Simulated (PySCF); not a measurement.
How methods differ on the electron affinity of Pb

Pb⁻ [Xe] 4f14 5d10 6s2 6p3 (4S) → Pb [Xe] 4f14 5d10 6s2 6p2 (3P), as a difference of total energies. All numbers are calculated (PySCF 2.14, the spin-free X2C one-electron Hamiltonian (Gaussian nucleus), in aug-cc-pVQZ-DK3). Correlated levels: valence: [Xe] 4f14 5d10 frozen. The calculations carry no spin-orbit coupling.

| method | electron affinity (eV) |
| --- | --- |
| UHF | 0.869 |
| MP2 (valence) | 1.237 |
| SCS-MP2 (valence) | 1.098 |
| CCSD (valence) | 1.244 |
| CCSD(T) (valence) | 1.282 |

Task: How much does correlation contribute at CCSD(T) (valence)?

Result: 1.282 − (0.869) = 0.413 eV, measured against UHF.

Spin-orbit coupling is strong in these open shells (close to jj coupling). The scalar numbers leave it out and a first-order estimate fails, so it can dominate the gap to the real levels.

Errors of the correlated levels include the incompleteness of this basis and the frozen core.

For comparison: 0.357 eV (measured; photodetachment measurements, as compiled on the Wikipedia data page of electron affinities).
